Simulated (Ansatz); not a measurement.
Reaction (formal exchange of groups at the Sb–C bond): `C[CH2][SbH2]` + `[F][AlH2]` → `[F][AlH][SbH2]` + `CC`

Computed with Ansatz on PBE0-D4/def2-TZVP structures; ΔE is electronic, products minus reactants. CCSD(T)/CBS is the MP2 limit (def2-TZVPP, def2-QZVPP) plus CCSD(T) − MP2 in def2-TZVPP, frozen cores. This one scheme is used for every species. DFT in def2-TZVPP. B3LYP here is the variant with VWN-RPA as its local correlation; programs differ in this. HSE06 is defined as in plane-wave codes. def2 core potentials past Kr. For Sb outer-core shells are correlated without core-valence functions, which leaves a few kJ/mol of doubt a bond.

| level | ΔE (kcal/mol) | difference from CCSD(T)/CBS |
| --- | --- | --- |
| LDA (SPW92) | -24.2 | -2.4 |
| PBE-D4 | -23.8 | -2.0 |
| revPBE-D4 | -22.1 | -0.3 |
| BLYP-D4 | -21.2 | 0.6 |
| r2SCAN-D4 | -23.7 | -1.9 |
| B97M-V | -20.0 | 1.8 |
| PBE0-D4 | -24.3 | -2.5 |
| B3LYP-D4 | -22.2 | -0.4 |
| r2SCANh-D4 | -24.0 | -2.2 |
| r2SCAN0-D4 | -24.3 | -2.5 |
| HSE06-D4 | -24.4 | -2.6 |
| BHLYP-D4 | -23.0 | -1.2 |
| CAM-B3LYP-D4 | -22.0 | -0.2 |
| ωB97X-V | -21.9 | -0.1 |
| ωB97M-V | -22.0 | -0.2 |
| B2PLYP | -22.6 | -0.8 |
| PBE-QIDH | -23.7 | -1.9 |
| PBE | -24.6 | -2.8 |
| BLYP | -23.2 | -1.4 |
| PBE0 | -25.0 | -3.2 |
| B3LYP | -23.6 | -1.8 |
| r2SCAN0 | -24.6 | -2.8 |
| HSE06 | -25.1 | -3.3 |
| BHLYP | -23.7 | -1.9 |
| CAM-B3LYP | -22.7 | -0.9 |
| LC-ωPBE | -23.5 | -1.7 |
| RPA@PBE/def2-TZVPP | -19.6 | 2.2 |
| HF/def2-SVP | -25.3 | -3.5 |
| MP2/def2-SVP | -22.7 | -0.9 |
| CCSD/def2-SVP | -23.6 | -1.8 |
| CCSD(T)/def2-SVP | -23.2 | -1.4 |
| MP2/def2-TZVPP | -21.1 | 0.7 |
| SCS-MP2/def2-TZVPP | -20.4 | 1.4 |
| CCSD(T)/def2-TZVPP | -21.3 | 0.5 |
| HF/def2-QZVPP | -23.2 | -1.4 |
| MP2/def2-QZVPP | -21.3 | 0.5 |
| SCS-MP2/def2-QZVPP | -20.7 | 1.1 |
| HF/CBS(def2) | -23.2 | -1.4 |
| MP2/CBS(def2) | -21.6 | 0.2 |
| CCSD/CBS(def2) | -22.2 | -0.4 |
| CCSD(T)/CBS | -21.8 | 0 |

Largest T1 diagnostic among the species: 0.014.

Leaving LDA and LC-ωPBE aside and taking each functional with its dispersion term where it has one, the values spread over 4.4 kcal/mol, from HSE06-D4 to B97M-V. The D4 term adds +1.4 kcal/mol with B3LYP and +0.7 kcal/mol with PBE0; it sums over pairs of atoms, weighted by their polarisabilities, and B3LYP, whose exchange is more repulsive, gets the larger term. In def2-TZVPP, CCSD(T) changes the Hartree–Fock value by +2.3 kcal/mol (the triples alone add +0.4 kcal/mol) and MP2 by +2.5 kcal/mol.
